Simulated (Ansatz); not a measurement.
The same path of C$_{2}$H$_{6}$BNSi (11 atoms, charge 0, multiplicity 1) was run 3 times with different band settings. The coordinate that changes most is the dihedral B1–N2–C3–C4.

Level of theory: Ansatz, RKS PBE0-D4/STO-3G.

Relaxed end points:

```xyz
11
Properties=species:S:1:pos:R:3
B 0.121 0.873 1.945
N -0.590 0.037 1.086
C -0.242 -0.279 -0.258
C -0.704 -1.022 -1.268
Si 0.811 -0.152 -1.707
H -0.285 1.039 3.029
H 1.101 1.380 1.555
H -1.467 -0.432 1.405
H -1.540 -1.691 -1.472
H 0.781 1.029 -2.538
H 2.081 -0.838 -1.756
```

```xyz
11
Properties=species:S:1:pos:R:3
B -0.684 0.367 2.057
N 0.234 0.573 1.027
C 0.191 0.004 -0.282
C -0.586 -0.826 -0.984
Si 0.817 -0.246 -1.948
H -0.503 0.913 3.077
H -1.599 -0.336 1.874
H 1.055 1.198 1.175
H -1.499 -1.404 -0.843
H 0.670 0.784 -2.951
H 1.970 -1.083 -2.182
```

Common settings: movable images 9; climbing image yes; spring 5.0 eV/Å²; start path through a guess of the saddle point; end points relaxed.

| run | optimiser | force threshold | iteration limit | largest step |
| --- | --- | --- | --- | --- |
| 1 | quadratic models (default) | 0.05 eV/Å | 47 | default |
| 2 | lbfgs | 0.05 eV/Å | 60 | 0.5 Å |
| 3 | quadratic models (default) | 0.2 eV/Å | 60 | default |

Q: What does each run give, and how far can it be trusted?

A: Run 1: converged after 11 iterations, highest image 0.301 eV above the first end. A vibrational analysis at the climbing image gives one clearly imaginary mode, 154i cm⁻¹: a first-order saddle point.
Run 2: converged after 58 iterations, highest image 0.306 eV above the first end. The order of the stationary point at the top wasn't checked.
Run 3: converged after 8 iterations, highest image 0.301 eV above the first end. The threshold of 0.2 eV/Å is loose, so the images may lie well off the minimum-energy path. Another band between the same ends (9 images) ends at a top of the same energy, where a vibrational analysis finds 1 clearly imaginary mode.
Limits of this set-up: minimal basis.
